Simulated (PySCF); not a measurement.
C₂H₄N₂OSi, SMILES O[SiH]1N=CC=N1. Geometry: r2SCAN-D4/def2-SVP. This is a generated structure with no PubChem entry under its InChIKey; it may be hypothetical. Other conformers were not sampled.

These are r2SCAN-D4/def2-SVP run with PySCF 2.14.0 values and carry that method's errors.

Harmonic wavenumbers (cm⁻¹): 147, 165, 295, 418, 468, 522, 640, 716, 747, 753, 842, 862, 889, 911, 956, 1009, 1307, 1327, 1623, 1685, 2306, 3051, 3066, 3887. Rotational constants (GHz): 5.994, 2.838, 2.189; symmetry number 1.

Problem. Work out the zero-point energy and the ideal-gas rigid-rotor harmonic-oscillator thermochemistry at 298.15 K and 1 atm.

Solution. ZPE = ½ Σ hcν = ½ × 28591 cm⁻¹ = 40.87 kcal/mol. H − E(el) = 45.26 kcal/mol. Entropy in cal/(mol K): translation 39.72, rotation 26.56, vibration 10.96, total 77.24. G − E(el) = 22.23 kcal/mol. Cp = 23.90 cal/(mol K). Modes under 150 cm⁻¹ make the vibrational entropy uncertain.
